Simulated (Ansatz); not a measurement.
HAu₂. Total charge 0; doublet. Geometry PBE-D4/def2-TZVP; atoms count from 1.

```xyz
3

Au   -0.158    0.557   -0.103
Au    1.684   -0.935    0.959
H    -1.526    0.378   -0.856
```

In the def2 sets Au takes a core potential; there is no spin–orbit coupling. The structure comes from a short search, and lower isomers may exist.

(1) Estimate the Mulliken populations from the PBE0/def2-TZVP orbitals of Ansatz.

(2) Where does the spin sit?

(3) And the Mayer bond orders between bonded heavy atoms (over 0.3)?

## Answers

(1) 
```
atom  charge (e)  spin (α − β)  d electrons
 Au1        0.03          0.15         9.63
 Au2        0.00          0.59         9.89
  H3       -0.03          0.26            –
```
Mulliken values and Mayer orders depend strongly on the basis.

(2) Summed by element: Au 0.74, H 0.26, of 1 unpaired in all. Largest on single atoms: Au2 0.59, H3 0.26, Au1 0.15.

(3) Au1–Au2 0.71 (2.60 Å).
